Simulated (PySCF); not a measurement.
Structure from NMR data

The spectra below were simulated for a compound C₄H₆F₃O₂P.

1H NMR (400 MHz, computed): δ 6.35 (m, 1H), 6.31 (m, 1H), 3.14 (br s, 1H), 2.30 (m, 3H).

13C{1H} NMR (computed): δ 145.1 (C), 137.8 (CH2), 130.6 (C), 21.6 (CH3).

Level of theory: NMR shieldings at PBE0/pcSseg-1/GIAO, GFN2-xTB geometry, in PySCF 2.14 (no relativistic terms, in vacuum, one computed conformer, averaged over atoms made equivalent by symmetry, fast rotation or ring inversion).

Chemical shifts δ = σref − σ; TMS for 1H (σref 31.72), 13C (σref 186.93), all at this level.

Deduce the structure.

Results:


- 4 carbon signals for 4 carbons: no two carbons are equivalent.
- Carbon types of the structure: 2 × C, 1 × CH2, 1 × CH3, leaving 1 H on heteroatoms.
- δC 145.1: fully substituted alkene carbon; as expected for a trigonal carbon in a double bond.
- δC 137.8: terminal =CH2 carbon; an sp2 carbon of a C=C bond.
- δC 130.6: CF3 carbon; 3 electronegative neighbours deshield it.
- δC 21.6: allylic methyl carbon; a saturated carbon with 1 carbon neighbour and no heteroatom attached.
- δH 6.35, 6.31: hydrogen on a terminal =CH2 carbon; olefinic region.
- δH 3.14: hydrogen on an oxygen bonded to P; exchangeable; this is the value without hydrogen bonding to other molecules.
- δH 2.30: hydrogen on an allylic methyl carbon; allylic position.

The compound is `InChI=1S/C4H6F3O2P/c1-3(2)10(8,9)4(5,6)7/h1H2,2H3,(H,8,9)`.

The shifts were computed for this structure.

The OH or NH signal is concentration- and solvent-dependent in practice; the value given is the gas-phase one. Splittings by 19F and 31P in the carbon and heteronuclear signals aren't shown, as no couplings were computed. Shifts are as computed. Against solution values, carbons near 30 ppm lie about +3 ppm off and those near 130 ppm about +5 ppm. Of 1211 compounds with measured shifts, 218 miss one by over three times the rms of a fit or turn the order of signals round; such compounds aren't used in these exercises. Multiplicities follow the n + 1 count of equivalent neighbours, as no J values were calculated; m marks all less simple cases, F and P coupling included.
